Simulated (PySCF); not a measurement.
Does the structure fit the spectrum?

A compound C7H11BO2 gives the data below (simulated from a calculation) and was assigned the structure `C[C@H]1C=CCC(B(O)O)=C1`.

¹³C{¹H} NMR (computed): δ 150.4 (C), 143.5 (CH), 138.3 (CH), 126.6 (CH2), 82.8 (CH), 75.1 (CH2), 20.8 (CH3).

¹H NMR (300 MHz, computed): δ 6.12 (d, 1H), 5.47 (m, 1H), 5.28 (m, 1H), 5.18 (m, 1H), 4.59 (m, 1H), 4.25 (m, 1H), 4.06 (br, 1H), 3.72 (m, 1H), 1.89 (s, 3H).

[PySCF 2.14: σ from GIAO-B3LYP/pcSseg-1; geometry: PBE0-D3(BJ)/def2-SVP; non-relativistic; no solvent model; averaged over atoms made equivalent by symmetry, fast rotation or ring inversion; single conformer]

Chemical shifts δ = σref − σ; TMS for ¹H, ¹³C, all at this level.

(1) Compare with the shifts computed for the proposed structure, pairing carbons in order of shift.

(2) Which isomer fits?

Answers

(1) Atoms are numbered as in `[CH3:1][C@H:2]1[CH:3]=[CH:4][CH2:5][C:6]([B:7]([OH:8])[OH:9])=[CH:10]1`. Hydrogens are named by the atom that carries them.

| atom | computed for proposal | given list | difference |
| --- | --- | --- | --- |
| C10 | 156.2 | 150.4 | +5.8 |
| C3 | 139.5 | 143.5 | -4.0 |
| C4 | 131.3 | 138.3 | -7.0 |
| C6 | 130.9 | 126.6 | +4.3 |
| C2 | 36.1 | 82.8 | -46.7 |
| C5 | 30.5 | 75.1 | -44.6 |
| C1 | 24.5 | 20.8 | +3.7 |

The rms difference is 24.8 ppm and the largest -46.7 ppm at C2 (allylic sp3 CH). The carbon types in order of shift don't match either: CH, CH, CH, C, CH, CH2, CH3 for the proposal against C, CH, CH, CH2, CH, CH2, CH3 in the data. The proposal doesn't fit.

(2) SMILES C(/C(=C)C)=C\[C@@H]1COBO1.

1. δC 150.4: fully substituted alkene carbon; an sp2 carbon of a C=C bond.
2. δC 143.5, 138.3: alkene CH; an sp2 carbon of a C=C bond.
3. δC 82.8: allylic sp3 CH bonded to O; the inductive effect lowers its shielding.
4. δC 75.1: sp3 CH2 bonded to O; pulled downfield by the heteroatom.

The data come from this structure; uniqueness wasn't tested.

Hydrogens on boron are broadened and split by ¹¹B (spin 3/2, 80 %) and 10B (spin 3). Shifts are as computed. Against solution values, carbons near 30 ppm lie about +2 ppm off and those near 130 ppm about +6 ppm. Of 1309 compounds with measured shifts, 239 miss one by over three times the rms of a fit or turn the order of signals round; such compounds aren't used in these exercises. No couplings were computed; multiplicities are counted from neighbouring protons, with m where these are inequivalent, close in shift, in a saturated or five-membered ring or joined by F or P, and br s for small geminal =CH2 splittings.
